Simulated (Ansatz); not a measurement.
```yaml
crystal:
  periodic: [false, false, false]
  atoms:
    - {symbol: O, position_ang: [-0.109175, 0.936004, -1.619373]}
    - {symbol: Si, position_ang: [0.725432, 0.128393, -0.404129]}
    - {symbol: C, position_ang: [-0.332483, -0.252159, 1.058786]}
    - {symbol: Cl, position_ang: [-1.843146, -1.025449, 0.571581]}
    - {symbol: H, position_ang: [-0.895432, 0.600117, -1.846448]}
    - {symbol: H, position_ang: [1.886584, 0.896734, -0.087837]}
    - {symbol: H, position_ang: [1.123418, -1.233250, -0.999376]}
    - {symbol: H, position_ang: [-0.663329, 0.695332, 1.547851]}
    - {symbol: H, position_ang: [0.199654, -0.776634, 1.817968]}
basis:
  gaussian: {orbitals: def2-TZVP}
total_charge: 1
magnetization: {spin_polarized: true, initial_magnetization: 1}
hamiltonian: {xc: {name: revPBE}}
```

```sh
$ ansatz run in.yaml --threads 2 --pin off --events-out ev --progress --plain --max-ram 4352MiB
```

Output, abridged:

```
Functional definition: revPBE
1059 factors; their error is unknown
mean field evaluation 1: about -23530.4127 eV, gradient 7.7e1 eV
mean field evaluation 2: about -23349.9723 eV, gradient 1.6e2 eV
mean field evaluation 4: about -23547.7238 eV, gradient 3.5e1 eV
mean field evaluation 8: about -23553.8395 eV, gradient 1.5e0 eV
mean field evaluation 16: about -23553.8366 eV, gradient 1.4e-2 eV
mean field -23553.83663050 eV, -865.5875308069 hartree, gradient 2.4e-5 eV, S^2 0.752268; 3 other end points of the search recorded, 0 dependent functions left out
reference -23553.83667970 eV, -865.5875326150 hartree; 25, 24 occupied and 141, 142 virtual orbitals, 1059 factors
Total energy: -23553.83667970 eV, -865.5875326150 hartree
```

Hardware: 2 threads of an Arm Neoverse V1 on a shared host. Wall time 10 s, peak host memory 0.38 GiB.
